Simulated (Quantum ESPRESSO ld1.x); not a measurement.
Values are calculated unless marked as measured or tabulated.
All-electron atom: neutral lithium in [He] 2s1.

Code: ld1.x of Quantum ESPRESSO 7.5. Model: non-relativistic Kohn-Sham, LDA (Slater exchange, Perdew-Wang correlation), spin-unpolarised, spherical densities, point nucleus; without spin polarisation the odd electron is poorly described.

Energy parts (eV):
total: -199.58
kinetic: 196.93
electron-nucleus: -460.16
Hartree: 108.59
exchange-correlation: -44.95

Orbitals (lengths in bohr, moments of r in powers of bohr; <r^-3> diverges for s and p1/2):
| orbital | occ. | eigenvalue (eV) | <r^-3> | <r^2> |
|---|---|---|---|---|
| 1s | 2 | -51.1089 | - | 0.4764 |
| 2s | 1 | -2.8735 | - | 18.47 |

The highest occupied level is 2s at -2.874 eV. The density falls to 0.001 e/bohr^3 at r = 4.15 bohr. Virial ratio -V/T = 2.01349.
